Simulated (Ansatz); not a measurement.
All numbers were calculated with Ansatz.

Basis-set series for CH$_{3}$AlSSe. Charge 0, multiplicity 1. The bonds changed during the relaxation, so this is another structure than the one it started from. The geometry is a stationary point of PBE0-D4/def2-TZVP. It is one conformer, not always the lowest.

```csv
atom,x (Å),y (Å),z (Å)
Al1,0.9053,-0.5281,0.7947
C2,-0.1709,0.4208,-0.5589
S3,1.3430,0.9318,-1.0100
Se4,-1.7172,0.9196,-1.4032
H5,1.0112,0.1579,2.2160
H6,1.2386,-2.0442,0.4905
H7,-2.6099,0.1421,-0.5291
```

```tsv
functional	basis	functions	energy (Eh)	HOMO (eV)	LUMO (eV)
PBE0-D4	def2-TZVPP	205	-3081.51735	-7.18	-2.71
PBE0-D4	def2-QZVPP	376	-3081.58939	-7.18	-2.73
ωB97M-V	def2-TZVPP	205	-3081.90400	-9.27	-0.62
ωB97M-V	def2-QZVPP	376	-3081.97353	-9.28	-0.68
```

Task: Give the rows for def2-SVP. (Best estimate.)

Result: The calculation gave: 
| functional | basis | functions | energy (Eh) | HOMO (eV) | LUMO (eV) |
| --- | --- | --- | --- | --- | --- |
| PBE0-D4 | def2-SVP | 97 | -3080.95611 | -7.17 | -2.61 |
| ωB97M-V | def2-SVP | 97 | -3081.34388 | -9.23 | -0.44 |

Scalar relativity is left out up to krypton.
